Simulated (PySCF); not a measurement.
CH7AlP2. Atoms are numbered in the order given.

```xyz
11

Al     0.0070     0.3915     0.0000
C      0.0015     2.3460     0.0000
H      1.0388     2.7273     0.0000
H     -0.4926     2.7627     0.8933
H     -0.4926     2.7627    -0.8933
P     -0.1154    -0.7965     1.9868
H      0.8241     0.0290     2.6703
H      0.8303    -1.7910     1.6064
P     -0.1154    -0.7965    -1.9868
H      0.8303    -1.7910    -1.6064
H      0.8241     0.0290    -2.6703
```
Charge 0, spin multiplicity 1.

The structure is a stationary point at ωB97X-D3(BJ)/def2-SVP. Other conformers were not sampled.

All values below come from TDA-PBE/def2-SVPD in PySCF 2.14.0.

Vertical excitations.  State labels are in the subgroup Cs.

Computed lowest excited states:
```csv
state,symmetry,energy (eV),λ (nm),f,main pairs
S1,A",4.24,293,0.041,HOMO→LUMO 93 %
S2,A',4.72,263,0.009,HOMO−1→LUMO 92 %
S3,A",4.90,253,0.061,HOMO→LUMO+1 87 %
S4,A",5.12,242,0.034,HOMO→LUMO+2 90 %
S5,A',5.44,228,0.068,HOMO−1→LUMO+1 87 %
S6,A',5.63,220,0.000,HOMO−1→LUMO+2 90 %
S7,A",5.75,216,0.000,"HOMO−3→LUMO 67 %, HOMO→LUMO+3 33 %"
S8,A',5.76,215,0.026,HOMO−2→LUMO 82 %
S9,A',5.92,210,0.011,HOMO→LUMO+4 89 %
S10,A",6.07,204,0.135,"HOMO→LUMO+3 55 %, HOMO−3→LUMO 27 %"
T1,A",3.62,343,0,HOMO→LUMO 99 %
T2,A',4.09,303,0,HOMO−1→LUMO 97 %
T3,A",4.65,267,0,HOMO→LUMO+1 98 %
T4,A",4.81,258,0,HOMO→LUMO+2 97 %
```
Triplets are in the Tamm–Dancoff approximation.
